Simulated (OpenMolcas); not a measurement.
Re4+.

| Item | Value |
| --- | --- |
| Program | OpenMolcas 26.06 |
| Method | CASSCF |
| Basis | ANO-R2 [8s6p5d3f1g] |
| Scalar Hamiltonian | X2C, finite nucleus |
| Active space | 3 electrons in 10 orbitals (5d 6d) |
| State averaging | 2S+1 = 4 even, 10 roots; 2S+1 = 2 even, 40 roots |
| Spin-orbit coupling | RASSI with atomic mean-field integrals over the reference wave functions, term energies averaged over their components |

Levels without dynamic correlation, in cm-1 above 5d3 4F 3/2:

```csv
Level,E
5d3 2G 7/2,21137
5d3 2D 5/2(1),32597
5d3 2F 5/2,39963
5d3 2D 3/2(2),59587
```

On this reference, MS-CASPT2, IPEA 0.25 Eh, imaginary shift 0.1 Eh (closed shells correlated: 5s 5p) puts 5d3 2G 7/2 at 19590 cm-1.

Question: Estimate the other levels at that method by one scale factor, and say how well it serves.

Answer: The factor is 19590 / 21137 = 0.927. Scaled values beside those that MS-CASPT2 gives and measured ones (the list in Brasseur, Gamrath and Quinet, At. Data Nucl. Data Tables 157, 101636 (2024)):
```csv
Level,Scaled,MS-CASPT2,Miss (%),Measured
5d3 2D 5/2(1),30217,29880,+1.1,28739
5d3 2F 5/2,37046,35700,+3.8,34162
5d3 2D 3/2(2),55237,54330,+1.7,
```
For these levels the scaled values miss MS-CASPT2 by up to 3.8 %, as correlation changes each term by its own factor, spin-orbit parts do not scale and CASPT2 has its own spread within terms. This holds within one configuration; levels of others move differently, and the target method has errors of its own against measurement.

Term energies are means over components that CASPT2 splits; among the terms shown or strongly mixed into the levels shown the widest spread is 520 cm-1 (5d3 4F, MS-CASPT2). Active for correlation alone: 6d; no level in the range computed is led by a configuration that fills it, so any true level of that kind is missing. Without dynamic correlation excited terms often stand tens of per cent too high (terms of higher spin than the ground term too low), and those without a measured partner can miss by more than the paired ones (holds for CASSCF). Computed and measured levels are paired by configuration, term and J; levels that our copy of the source lacks, or whose pairing is in doubt (as where it misses far off the trend of its configuration), stay unpaired and out of the deviations. Only configurations of the active space appear.

A number in round brackets counts repeated terms of one configuration in the order of the reference energies.
